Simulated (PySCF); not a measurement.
**Working out the excitation energy of F⁺**

F⁺ [He] 2s2 2p4 (3P) → F⁺ [He] 2s1 2p4 3s1 (5P). Calculation: PySCF 2.14, in x2c-TZVPPall with one added diffuse shell each of s, p, d type (6s4p3d1f, 40 functions); scalar relativity by spin-free X2C-1e. Frozen: 1s2. Energies in hartree (1 hartree = 27.21139 eV):

```json
{"part": "UHF", "F⁺ (lower)": "-98.924228", "F⁺ (upper)": "-97.466425"}
{"part": "CCSD correlation", "F⁺ (lower)": "-0.157146", "F⁺ (upper)": "-0.109454"}
{"part": "(T)", "F⁺ (lower)": "-0.001970", "F⁺ (upper)": "-0.005979"}
```

Problem. What does Hartree-Fock give?

Solution. (-97.466425) − (-98.924228) = 1.457803 hartree = 39.669 eV.

Problem. What do CCSD and CCSD(T) give?

Solution. The CCSD correlation energies differ by 0.047692 hartree = 1.298 eV and the triples by -0.004009 hartree = -0.109 eV, so CCSD gives 40.967 eV and CCSD(T) 40.858 eV.

The upper state lies above the first ionisation limit, where it may autoionise and the basis confines it. A Rydberg-like electron needs more diffuse functions than a valence basis has.

The coupled-cluster amplitudes are large, so a single reference is strained.
